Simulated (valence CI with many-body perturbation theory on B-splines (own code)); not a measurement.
# Nd55+: electric-dipole lines

Computed by relativistic CI+MBPT: three valence electrons over a frozen Dirac-Fock core [He], radial functions for each j: 11 s, 11 p, 10 d, 8 f, 5 g, 2 h, with the one-electron correlation potential Σ1, the two-electron term Σ2, the three-electron term Σ3, Breit, model QED; selected CI, second order for the rest, scaled by the run's own slope (own B-spline code, finite nucleus).

The last digits are not significant, and no measured levels were compared; by estimate large intervals hold to a few tenths of a per cent, small ones and those within an open d or f shell to about a per cent.

Lines 201 to 250 of 561 in falling wavelength, among levels below 699.10 Ry, chosen from the strongest by gf and those to the six lowest levels. Wavelengths and rates use the calculated energies. Electric multipoles are in the length gauge, E1 and E2 with the static RPA response of the core. Weak lines are less certain than strong ones. Lines between different terms over intervals too small for the method are left out, as are lines whose strength nearly cancels. The highest levels of a list are the least certain.

Levels are named by their leading jj configuration (3d3/2^4 stands for four electrons in 3d with j = 3/2), which in mixed levels can hold well under half, so a name can repeat and another be missing. Letters in brackets count levels of one name in rising energy.

| λ vac (Å) | Upper | Lower | A (s⁻¹) | S (a.u.) with core polarisation | S without |
| --- | --- | --- | --- | --- | --- |
| 15.86 | (2p1/2 2p3/2 3d5/2) J=7/2 [b] | (2s 2p1/2 3d5/2) J=7/2 | 5.61e+11 | 8.83e-03 | 8.84e-03 |
| 15.86 | (2s 2p3/2 3p3/2) J=3/2 [b] | (2s^2 3p3/2) J=3/2 | 1.59e+12 | 1.25e-02 | 1.26e-02 |
| 15.85 | (2s 2p3/2 3d5/2) J=3/2 [b] | (2s^2 3d5/2) J=5/2 | 1.76e+12 | 1.38e-02 | 1.38e-02 |
| 15.84 | (2p1/2 2p3/2 3d3/2) J=1/2 [a] | (2s 2p1/2 3d3/2) J=3/2 [a] | 1.27e+12 | 4.99e-03 | 5.00e-03 |
| 15.84 | (2s 2p3/2 3d3/2) J=3/2 [b] | (2s^2 3d3/2) J=3/2 | 1.24e+12 | 9.70e-03 | 9.71e-03 |
| 15.84 | (2p1/2 2p3/2 3d5/2) J=5/2 [a] | (2s 2p1/2 3d5/2) J=5/2 [a] | 3.87e+11 | 4.55e-03 | 4.56e-03 |
| 15.80 | (2s 2p3/2 3p3/2) J=1/2 [b] | (2s^2 3p3/2) J=3/2 | 1.59e+12 | 6.19e-03 | 6.20e-03 |
| 15.76 | (2s 2p3/2 3d3/2) J=1/2 [b] | (2s^2 3d3/2) J=3/2 | 1.32e+12 | 5.09e-03 | 5.10e-03 |
| 15.75 | (2p3/2^2 3s) J=3/2 | (2s 2p3/2 3s) J=3/2 [a] | 1.07e+12 | 8.28e-03 | 8.29e-03 |
| 15.74 | (2p3/2^2 3d3/2) J=5/2 | (2s 2p3/2 3d3/2) J=5/2 [a] | 3.76e+11 | 4.34e-03 | 4.35e-03 |
| 15.70 | (2p3/2^2 3d3/2) J=7/2 | (2s 2p3/2 3d3/2) J=7/2 | 9.58e+11 | 1.46e-02 | 1.47e-02 |
| 15.68 | (2p3/2^2 3p3/2) J=7/2 | (2s 2p3/2 3p3/2) J=7/2 | 1.07e+12 | 1.63e-02 | 1.63e-02 |
| 15.68 | (2p3/2^2 3p1/2) J=3/2 | (2s 2p3/2 3p1/2) J=3/2 [a] | 1.14e+12 | 8.68e-03 | 8.69e-03 |
| 15.67 | (2p3/2^2 3p1/2) J=5/2 | (2s 2p3/2 3p1/2) J=5/2 | 1.17e+12 | 1.34e-02 | 1.34e-02 |
| 15.66 | (2p3/2^2 3d5/2) J=7/2 | (2s 2p3/2 3d5/2) J=9/2 | 3.29e+11 | 4.99e-03 | 5.00e-03 |
| 15.64 | (2p3/2^2 3d5/2) J=9/2 | (2s 2p3/2 3d5/2) J=9/2 | 9.95e+11 | 1.88e-02 | 1.88e-02 |
| 15.63 | (2p1/2 2p3/2^2) J=3/2 | (2s 2p1/2 2p3/2) J=5/2 | 1.56e+11 | 1.17e-03 | 1.18e-03 |
| 15.60 | (2s 2p1/2 2p3/2) J=1/2 | (2s^2 2p1/2) J=1/2 | 1.96e+12 | 7.33e-03 | 7.34e-03 |
| 15.57 | (2s 2p1/2 2p3/2) J=3/2 [b] | (2s^2 2p1/2) J=1/2 | 1.66e+12 | 1.24e-02 | 1.24e-02 |
| 15.54 | (2p3/2^2 3d5/2) J=5/2 [a] | (2s 2p3/2 3d5/2) J=7/2 [a] | 5.83e+11 | 6.48e-03 | 6.49e-03 |
| 15.53 | (2p3/2^2 3s) J=5/2 | (2s 2p3/2 3s) J=5/2 | 1.14e+12 | 1.27e-02 | 1.27e-02 |
| 15.48 | (2p1/2 2p3/2^2) J=1/2 | (2s 2p1/2 2p3/2) J=3/2 [b] | 2.02e+12 | 7.39e-03 | 7.40e-03 |
| 15.45 | (2p1/2 2p3/2^2) J=1/2 | (2s 2p1/2 2p3/2) J=1/2 | 8.81e+11 | 3.21e-03 | 3.22e-03 |
| 15.38 | (2s 2p3/2^2) J=1/2 | (2s^2 2p3/2) J=3/2 | 1.59e+12 | 5.71e-03 | 5.72e-03 |
| 15.36 | (2p1/2^2 2p3/2) J=3/2 | (2s 2p1/2^2) J=1/2 | 1.22e+12 | 8.76e-03 | 8.77e-03 |
| 15.36 | (2s 2p3/2^2) J=3/2 | (2s^2 2p3/2) J=3/2 | 2.79e+12 | 2.00e-02 | 2.00e-02 |
| 15.22 | (2p1/2 2p3/2^2) J=5/2 | (2s 2p1/2 2p3/2) J=5/2 | 1.21e+12 | 1.26e-02 | 1.27e-02 |
| 14.97 | (2p1/2 2p3/2^2) J=3/2 | (2s 2p1/2 2p3/2) J=3/2 [a] | 1.35e+12 | 8.94e-03 | 8.96e-03 |
| 14.66 | (2p3/2^3) J=3/2 | (2s 2p3/2^2) J=5/2 | 8.06e+11 | 5.01e-03 | 5.02e-03 |
| 14.60 | (2p1/2 2p3/2^2) J=5/2 | (2s 2p1/2 2p3/2) J=3/2 [a] | 2.55e+10 | 2.34e-04 | 2.35e-04 |
| 6.075 | (2s 2p1/2 4p1/2) J=3/2 | (2s 2p1/2 3d3/2) J=5/2 | 4.59e+12 | 2.03e-03 | 2.03e-03 |
| 6.051 | (2s 2p1/2 4p3/2) J=3/2 [b] | (2s 2p1/2 3d5/2) J=5/2 [b] | 3.55e+12 | 1.55e-03 | 1.55e-03 |
| 6.050 | (2p1/2^2 4s) J=1/2 | (2p1/2^2 3p3/2) J=3/2 | 2.05e+13 | 4.49e-03 | 4.48e-03 |
| 6.046 | (2s 2p1/2 4s) J=3/2 | (2s 2p1/2 3p3/2) J=3/2 [b] | 4.28e+12 | 1.87e-03 | 1.87e-03 |
| 6.044 | (2p1/2^2 4p3/2) J=3/2 | (2p1/2^2 3d5/2) J=5/2 | 4.24e+12 | 1.85e-03 | 1.85e-03 |
| 6.038 | (2s 2p1/2 4s) J=3/2 | (2s 2p1/2 3p3/2) J=5/2 | 1.55e+13 | 6.72e-03 | 6.72e-03 |
| 6.038 | (2s 2p1/2 4s) J=1/2 [a] | (2s 2p1/2 3p3/2) J=3/2 [a] | 2.05e+13 | 4.46e-03 | 4.46e-03 |
| 6.032 | (2s^2 4s) J=1/2 | (2s^2 3p3/2) J=3/2 | 1.98e+13 | 4.29e-03 | 4.29e-03 |
| 6.032 | (2s 2p1/2 4p3/2) J=3/2 [a] | (2s 2p1/2 3d5/2) J=5/2 [a] | 3.90e+12 | 1.69e-03 | 1.69e-03 |
| 6.031 | (2s 2p1/2 4s) J=1/2 [b] | (2s 2p1/2 3p3/2) J=3/2 [b] | 1.19e+13 | 2.57e-03 | 2.57e-03 |
| 6.024 | (2s^2 4p3/2) J=3/2 | (2s^2 3d5/2) J=5/2 | 4.30e+12 | 1.85e-03 | 1.85e-03 |
| 6.022 | (2s^2 4f7/2) J=7/2 | (2s 2p1/2 3p3/2) J=5/2 | 2.14e+12 | 1.85e-03 | 1.85e-03 |
| 6.022 | (2s 2p1/2 4p3/2) J=5/2 | (2s 2p1/2 3d5/2) J=7/2 | 3.67e+12 | 2.38e-03 | 2.38e-03 |
| 5.963 | (2s 2p1/2 4f7/2) J=7/2 [a] | (2s 2p1/2 3d5/2) J=5/2 [b] | 7.36e+12 | 6.16e-03 | 6.16e-03 |
| 5.917 | (2s 2p1/2 4f5/2) J=7/2 | (2s 2p1/2 3d5/2) J=5/2 [b] | 4.34e+12 | 3.55e-03 | 3.55e-03 |
| 5.915 | (2p1/2^2 4f5/2) J=5/2 | (2p1/2^2 3d5/2) J=5/2 | 8.99e+12 | 5.51e-03 | 5.51e-03 |
| 5.915 | (2s 2p1/2 4f5/2) J=5/2 [b] | (2s 2p1/2 3d5/2) J=3/2 | 3.72e+12 | 2.28e-03 | 2.28e-03 |
| 5.915 | (2s 2p1/2 4f5/2) J=5/2 [b] | (2s 2p1/2 3d5/2) J=5/2 [b] | 4.25e+12 | 2.61e-03 | 2.61e-03 |
| 5.896 | (2s 2p1/2 4f5/2) J=5/2 [a] | (2s 2p1/2 3d5/2) J=5/2 [a] | 8.13e+12 | 4.93e-03 | 4.93e-03 |
| 5.888 | (2s 2p1/2 4f7/2) J=5/2 | (2s 2p1/2 3d5/2) J=3/2 | 1.19e+14 | 7.17e-02 | 7.17e-02 |
